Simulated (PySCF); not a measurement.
## Magnetisability: SMILES CO[C@@H]1CC=C[Se]1, C₅H₈OSe

Molfile (atoms numbered from 1):
```
C5H8OSe
     RDKit          3D

 15 15  0  0  0  0  0  0  0  0999 V2000
   -2.4592    0.2652    0.2350 C   0  0  0  0  0  0  0  0  0  0  0  0
   -1.2638   -0.4723    0.2222 O   0  0  0  0  0  0  0  0  0  0  0  0
   -0.2239    0.1456   -0.4418 C   0  0  2  0  0  0  0  0  0  0  0  0
    0.9412   -0.8355   -0.5871 C   0  0  0  0  0  0  0  0  0  0  0  0
    2.0275   -0.5152    0.3911 C   0  0  0  0  0  0  0  0  0  0  0  0
    1.9722    0.6402    1.0342 C   0  0  0  0  0  0  0  0  0  0  0  0
    0.4793    1.7254    0.6321 Se  0  0  0  0  0  2  0  0  0  0  0  0
   -2.3078    1.2390    0.7216 H   0  0  0  0  0  0  0  0  0  0  0  0
   -3.1815   -0.3169    0.8024 H   0  0  0  0  0  0  0  0  0  0  0  0
   -2.8299    0.4343   -0.7831 H   0  0  0  0  0  0  0  0  0  0  0  0
   -0.5599    0.5593   -1.4040 H   0  0  0  0  0  0  0  0  0  0  0  0
    0.5521   -1.8406   -0.4093 H   0  0  0  0  0  0  0  0  0  0  0  0
    1.3418   -0.7992   -1.6036 H   0  0  0  0  0  0  0  0  0  0  0  0
    2.8231   -1.2298    0.5316 H   0  0  0  0  0  0  0  0  0  0  0  0
    2.6845    1.0085    1.7519 H   0  0  0  0  0  0  0  0  0  0  0  0
  1  2  1  0
  2  3  1  0
  3  4  1  0
  4  5  1  0
  5  6  2  0
  6  7  1  0
  7  3  1  0
  1  8  1  0
  1  9  1  0
  1 10  1  0
  3 11  1  6
  4 12  1  0
  4 13  1  0
  5 14  1  0
  6 15  1  0
M  END
```

Computed with PySCF 2.14.0, GIAO HF/pcSseg-1 magnetisability, rotational g tensor and spin-rotation constants, non-relativistic, gas phase. Geometry: GFN2-xTB.

The calculation is non-relativistic, which matters for the atoms heavier than Zn.

Task: How diamagnetic is it, and how anisotropic?

Result: Isotropic -1399 × 10⁻³⁰ J/T², or -84.3 × 10⁻⁶ cm³/mol; principal values -1525, -1378, -1295 × 10⁻³⁰ J/T², anisotropy 201 × 10⁻³⁰ J/T² (root of half the summed squared differences of the principal values). The susceptibility is in cgs units.

Task: Split it along the inertial axes a, b, c into diamagnetic and paramagnetic parts about the centre of mass, with the quadrupole moment.

Result: 
| axis | χ (10⁻⁶ cm³/mol) | diamagnetic (10⁻⁶ cm³/mol) | paramagnetic (10⁻⁶ cm³/mol) | summed x² of all electrons (Å²) | quadrupole Θ (D Å) |
| --- | --- | --- | --- | --- | --- |
| a | -86.7 | -567.1 | 480.4 | 161.0 | +5.01 |
| b | -79.0 | -794.8 | 715.8 | 107.3 | -0.09 |
| c | -87.2 | -1138.5 | 1051.3 | 26.3 | -4.91 |

Anisotropies 2χaa − χbb − χcc = -7.1 and 2χbb − χaa − χcc = +16.0 × 10⁻⁶ cm³/mol. Θ is traceless in Buckingham's convention.

Task: And the rotational g tensor?

Result: 
| axis | rotational constant (GHz) | g | nuclear part | electronic part |
| --- | --- | --- | --- | --- |
| a | 2.5213 | -0.0136 | 0.5555 | -0.5690 |
| b | 1.7595 | -0.0134 | 0.5783 | -0.5917 |
| c | 1.1357 | -0.0027 | 0.5582 | -0.5609 |

Asymmetric top; isotopes 12C, 1H, 16O, 80Se; no vibrational averaging.
